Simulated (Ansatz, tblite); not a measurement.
Isomers of HfB12 (singlet), found by a short tight-binding search and relaxed with PBE-D4/def2-SVP in Ansatz.

In the def2 sets Hf takes a core potential; there is no spin–orbit coupling. The xTB rows come from tblite.

B: The restricted singlet is unstable towards broken spin symmetry in Hartree–Fock (as tested in another run); at PBE-D4/def2-TZVP, r2SCAN-D4/def2-TZVP, PBE0-D4/def2-TZVP this wasn't settled.

Other spin states were run for one of them alone.

A:

```xyz
13

Hf   -1.4249   -1.8051   -0.0779
B    -2.2469    0.2399   -0.4082
B    -1.2330    0.8238    0.6784
B    -0.9946    0.2965   -1.3609
B     0.8454    1.7574    0.7973
B     0.5810    0.6167   -1.7604
B    -0.2442    1.3767    1.8334
B     1.6949   -0.2984   -0.9239
B     0.2106   -1.7797    1.4361
B     0.2552   -0.9773   -1.4100
B     1.0243   -1.3626    0.1544
B     0.0181   -0.2051    1.6180
B     1.5140    1.3172   -0.5763
```

B:

Cartesian coordinates in Å:
```
Hf 1.2721 0.0827 0.4438
B -0.1966 -1.6322 1.0177
B -0.5797 -0.4978 2.0276
B 1.2047 -0.2277 -2.0979
B 0.2214 0.9096 -1.5261
B -0.3131 -0.8138 -1.4820
B -0.1161 2.1148 1.2696
B -1.2239 0.8047 0.9137
B -1.2078 0.2830 -0.6461
B 0.3291 -2.1479 -0.3681
B -0.3141 1.0318 2.3559
B 1.1791 -1.6971 -1.6188
B -0.2550 1.7898 -0.2894
```

Estimate which lies lowest at each level, and how far above it the others are (kJ/mol).


```tsv
level	A	B
GFN1-xTB	0.0	83.6
GFN2-xTB	98.9	0.0
PBE-D4/def2-TZVP	253.0	0.0
r2SCAN-D4/def2-TZVP	267.4	0.0
PBE0-D4/def2-TZVP	288.9	0.0
```
Point groups (tolerance 0.1 Å): A Cs, B not assigned. Lower isomers may exist.
